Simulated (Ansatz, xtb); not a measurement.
## A geometry optimisation of FGeH3P+ with r2SCAN-D4/def2-SVP

The starting geometry of this gas-phase singlet has its atoms placed at random.

```json
{"atom": "F", "x (Å)": "-1.0573", "y (Å)": "-1.1313", "z (Å)": "-1.5211"}
{"atom": "Ge", "x (Å)": "-0.6973", "y (Å)": "0.9627", "z (Å)": "0.1451"}
{"atom": "P", "x (Å)": "0.7729", "y (Å)": "-1.3329", "z (Å)": "-0.8740"}
{"atom": "H", "x (Å)": "-0.9285", "y (Å)": "-1.6625", "z (Å)": "-0.7165"}
{"atom": "H", "x (Å)": "-0.1199", "y (Å)": "-0.2459", "z (Å)": "-0.9909"}
{"atom": "H", "x (Å)": "0.2036", "y (Å)": "1.5789", "z (Å)": "-0.7191"}
```

**Question.** One run relaxed it with r2SCAN-D4/def2-SVP. What is a likely outcome?

**Answer.** It ends as a structure given below by its coordinates. Distances that change by over a tenth: F1–P3 (1.95 → 3.09 Å), P3–H4 (1.74 → 4.01 Å). Contacts that open: Ge2–H5 (1.76 → 2.88 Å), Ge2–H6 (1.39 → 2.83 Å). Contacts that close: Ge2–P3 (2.91 → 2.29 Å), P3–H6 (2.97 → 1.43 Å).

The energy falls by 7.13 eV over 32 steps:

```csv
step,E − E(last) (eV)
1,7.127
4,4.196
8,2.226
11,1.466
15,0.704
18,0.625
22,0.230
25,0.027
29,0.001
32,0.000
```

Final geometry (Å):

```xyz
6

F    -1.3511   -1.6738   -1.0657
Ge   -1.3444    0.2588   -0.0323
P     0.9301    0.2727   -0.3314
H    -2.0918   -2.2559   -1.0878
H     0.9661   -0.1189   -1.7010
H     1.0647    1.6861   -0.4584
```

From the same start GFN2-xTB ends elsewhere, differing in F1–P3 (1.64 against 3.09 Å here), F1–H4 (2.24 against 0.94 Å here), Ge2–P3 (2.94 against 2.29 Å here), Ge2–H6 (1.64 against 2.83 Å here), P3–H4 (1.47 against 4.01 Å here), P3–H6 (3.40 against 1.43 Å here).

From so rough a start the end depends on the optimiser's path, so another program may land elsewhere. No frequencies were run, so the end isn't proven a minimum. Run with Ansatz 0.2.0, 52 s on 2 threads of Arm Neoverse V2, with other jobs on the host.
